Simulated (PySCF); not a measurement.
## Solvent effects on NMR parameters

Geometry:
| atom | x (Å) | y (Å) | z (Å) |
| --- | --- | --- | --- |
| C1 | 3.473 | 0.691 | 0.206 |
| S2 | 2.264 | 0.538 | 1.525 |
| C3 | 0.737 | 0.306 | 0.667 |
| C4 | -0.382 | 0.135 | 1.502 |
| C5 | -1.669 | -0.060 | 1.023 |
| C6 | -2.028 | -0.115 | -0.329 |
| C7 | -3.470 | -0.330 | -0.701 |
| P8 | -0.861 | 0.060 | -1.608 |
| C9 | 0.615 | 0.287 | -0.721 |
| H10 | 3.521 | -0.218 | -0.412 |
| H11 | 4.441 | 0.827 | 0.708 |
| H12 | 3.280 | 1.569 | -0.428 |
| H13 | -0.228 | 0.156 | 2.585 |
| H14 | -2.465 | -0.183 | 1.768 |
| H15 | -4.098 | 0.505 | -0.350 |
| H16 | -3.865 | -1.251 | -0.244 |
| H17 | -3.602 | -0.411 | -1.790 |
| H18 | 1.509 | 0.423 | -1.336 |

GIAO PBE0/pcSseg-1 in PySCF 2.14.0 with density-fitted response routines on one PBE0-D3(BJ)/def2-SVP conformer, non-relativistic, equivalent nuclei averaged. Solvents enter as an IEF-PCM continuum (cyclohexane with ε = 2.0, water with ε = 78.4) around the gas-phase geometry. Shifts are referred to TMS, CS2 computed in the same medium.

Gas phase, δ in ppm: C6 172.8, C3 150.5, C9 149.7, C5 139.6, C4 132.7, C7 25.7, C1 17.1, S2 25.6, H18 7.89, H14 7.72, H13 7.38, H15/H16/H17 2.69, H10/H11/H12 2.30. Dipole moment 0.55 D.

(1) How does each δ change in the continuum?

(2) Which of the listed nuclei move most (in ppm), and what does the model miss?

## Answers

(1) 
```json
{"atoms": "C6", "environment": "substituted aromatic carbon", "Δδ, cyclohexane": "+1.6", "Δδ, water": "+4.2"}
{"atoms": "C3", "environment": "aromatic carbon bearing sulfur", "Δδ, cyclohexane": "+0.4", "Δδ, water": "+0.9"}
{"atoms": "C9", "environment": "aromatic CH", "Δδ, cyclohexane": "+0.9", "Δδ, water": "+2.6"}
{"atoms": "C5", "environment": "aromatic CH", "Δδ, cyclohexane": "+0.8", "Δδ, water": "+2.2"}
{"atoms": "C4", "environment": "aromatic CH", "Δδ, cyclohexane": "+1.0", "Δδ, water": "+2.7"}
{"atoms": "C7", "environment": "methyl carbon on an aromatic ring", "Δδ, cyclohexane": "+0.3", "Δδ, water": "+0.9"}
{"atoms": "C1", "environment": "methyl carbon bonded to S", "Δδ, cyclohexane": "+0.1", "Δδ, water": "+0.4"}
{"atoms": "S2", "environment": "sulfide sulfur", "Δδ, cyclohexane": "-2.6", "Δδ, water": "-6.6"}
{"atoms": "H18", "environment": "hydrogen on an aromatic CH", "Δδ, cyclohexane": "+0.12", "Δδ, water": "+0.34"}
{"atoms": "H14", "environment": "hydrogen on an aromatic CH", "Δδ, cyclohexane": "+0.11", "Δδ, water": "+0.32"}
{"atoms": "H13", "environment": "hydrogen on an aromatic CH", "Δδ, cyclohexane": "+0.10", "Δδ, water": "+0.27"}
{"atoms": "H15/H16/H17", "environment": "hydrogen on a methyl carbon on an aromatic ring", "Δδ, cyclohexane": "+0.03", "Δδ, water": "+0.09"}
{"atoms": "H10/H11/H12", "environment": "hydrogen on a methyl carbon bonded to S", "Δδ, cyclohexane": "+0.08", "Δδ, water": "+0.21"}
```

Changes are relative to the gas phase. The dipole moment becomes 0.62 D in cyclohexane, 0.73 D in water.

(2) S2 (sulfide sulfur, -6.6 ppm) in water. A continuum only polarises the solute; specific hydrogen bonds, the anisotropy of aromatic solvents and changes of geometry or conformer are outside it.
